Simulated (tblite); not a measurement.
Isomers of C6H13O2P. Method: GFN2-xTB as coded in tblite; computed harmonic values from a numerical Hessian at the method's own geometry, unscaled. Errors from tens to a few hundred cm⁻¹ against measured bands are possible. Modes of hydrogen on phosphorus can be 10 to 20 % off. One conformer each.

Electronic energies: GFN2-xTB at the same geometries; isomer energies are rough at this level and their order can be wrong.

```csv
SMILES,"electronic energy, lowest = 0 (kJ/mol)"
COC[P@](C)(=O)C1CC1,136.1
C=CC[P@](=O)(CC)CO,150.8
C=CC[P@@H](=O)CCOC,151.0
COCP1CCOCC1,225.2
C=C[P@@](=O)(O)[C@H](C)CC,33.5
CCC[P@@](=O)(O)C1CC1,0.0
C=C[P@](=O)(O)CCCC,41.3
```

How do GFN2-xTB zero-point energies change the relative energies?

```tsv
SMILES	ZPE (kJ/mol)	of it from modes above 1550 cm⁻¹	electronic (kJ/mol)	with ZPE, lowest = 0 (kJ/mol)	lowest mode (cm⁻¹)	rings
CCC[P@@](=O)(O)C1CC1	478.7	239.1	0.0	0.0	34	1
C=C[P@@](=O)(O)[C@H](C)CC	474.9	248.5	33.5	29.8	42	0
C=C[P@](=O)(O)CCCC	474.9	248.1	41.3	37.5	40	0
COC[P@](C)(=O)C1CC1	473.4	234.3	136.1	130.9	29	1
C=CC[P@](=O)(CC)CO	471.0	246.5	150.8	143.1	45	0
C=CC[P@@H](=O)CCOC	470.0	238.3	151.0	142.3	42	0
COCP1CCOCC1	480.7	227.4	225.2	227.2	33	1
```

The zero-point energies span 10.7 kJ/mol, from `C=CC[P@@H](=O)CCOC` to `COCP1CCOCC1`. The lowest isomer stays, but the order above it changes.

What do entropy and thermal enthalpy add at 298.15 K and 1 bar (rigid rotor, harmonic oscillator, one conformer each)?

```json
{"SMILES": "CCC[P@@](=O)(O)C1CC1", "point group": "C1", "symmetry number": "1", "S (J/(mol K))": "449.4", "H − H(0) (kJ/mol)": "33.21", "ZPE + H − H(0) − TS (kJ/mol)": "377.9"}
{"SMILES": "C=C[P@@](=O)(O)[C@H](C)CC", "point group": "C1", "symmetry number": "1", "S (J/(mol K))": "451.8", "H − H(0) (kJ/mol)": "34.79", "ZPE + H − H(0) − TS (kJ/mol)": "375.0"}
{"SMILES": "C=C[P@](=O)(O)CCCC", "point group": "C1", "symmetry number": "1", "S (J/(mol K))": "463.2", "H − H(0) (kJ/mol)": "34.96", "ZPE + H − H(0) − TS (kJ/mol)": "371.8"}
{"SMILES": "COC[P@](C)(=O)C1CC1", "point group": "C1", "symmetry number": "1", "S (J/(mol K))": "456.8", "H − H(0) (kJ/mol)": "33.86", "ZPE + H − H(0) − TS (kJ/mol)": "371.1"}
{"SMILES": "C=CC[P@](=O)(CC)CO", "point group": "C1", "symmetry number": "1", "S (J/(mol K))": "464.6", "H − H(0) (kJ/mol)": "35.13", "ZPE + H − H(0) − TS (kJ/mol)": "367.6"}
{"SMILES": "C=CC[P@@H](=O)CCOC", "point group": "C1", "symmetry number": "1", "S (J/(mol K))": "452.7", "H − H(0) (kJ/mol)": "33.45", "ZPE + H − H(0) − TS (kJ/mol)": "368.5"}
{"SMILES": "COCP1CCOCC1", "point group": "C1", "symmetry number": "1", "S (J/(mol K))": "420.4", "H − H(0) (kJ/mol)": "29.74", "ZPE + H − H(0) − TS (kJ/mol)": "385.1"}
```
